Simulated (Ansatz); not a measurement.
One change: `[OH][Al]([F])[Cl]` becomes `[F][Al]([Cl])[GeH3]`.

Ansatz, PBE0-D4/def2-TZVP geometries, multiplicity 1. Each molecule was computed in one conformer, which needn't be the lowest.

Scalar relativity is left out up to krypton.

```
                                          property  `[OH][Al]([F])[Cl]`
               LUMO energy (B3LYP/def2-TZVPP) / eV                -1.36
size of the dipole moment (ωB97M-V/def2-TZVPP) / D                 1.97
             LUMO energy (ωB97M-V/def2-TZVPP) / eV                 0.62
             HOMO energy (ωB97M-V/def2-TZVPP) / eV               -11.87
                 LUMO energy (PBE/def2-TZVPP) / eV                -1.89
    size of the dipole moment (PBE/def2-TZVPP) / D                 1.94
```

Question: Give the same properties after the change, and the shifts. (Estimate.)

Answer: Ansatz gave: 
```
                                          property  `[F][Al]([Cl])[GeH3]`  shift
               LUMO energy (B3LYP/def2-TZVPP) / eV                  -1.76  -0.40
size of the dipole moment (ωB97M-V/def2-TZVPP) / D                   1.49  -0.48
             LUMO energy (ωB97M-V/def2-TZVPP) / eV                   0.13  -0.49
             HOMO energy (ωB97M-V/def2-TZVPP) / eV                 -10.44   1.43
                 LUMO energy (PBE/def2-TZVPP) / eV                  -2.30  -0.41
    size of the dipole moment (PBE/def2-TZVPP) / D                   1.52  -0.42
```

With PBE0 the HOMO rises by 1.13 eV and the LUMO falls by 0.56 eV, so the gap narrows by about 1.69 eV. PBE moves the HOMO by 0.75 eV and ωB97M-V by 1.43 eV. Dipoles are sizes alone; their direction can turn.

B3LYP here is the variant with VWN-RPA as its local correlation; programs differ in this.
